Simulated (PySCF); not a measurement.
(E)-2-chloro-1-fluoroprop-1-ene (C₃H₄ClF), SMILES C(/C)(Cl)=C/F. Geometry: PBE-D3(BJ)/def2-SVP.

Computed equilibrium geometry at PBE-D3(BJ)/def2-SVP (PySCF confirms it by a frequency run) as Cartesian coordinates in Å, and its point group:
point group Cs.
```xyz
9

C     -1.6418     0.1894     0.0000
C     -0.1634    -0.0197     0.0000
Cl     0.3941    -1.6783     0.0000
C      0.7679     0.9545     0.0000
F      0.4169     2.2538     0.0000
H     -2.1065    -0.2764     0.8937
H     -1.8702     1.2719     0.0000
H     -2.1065    -0.2764    -0.8937
H      1.8551     0.7822     0.0000
```
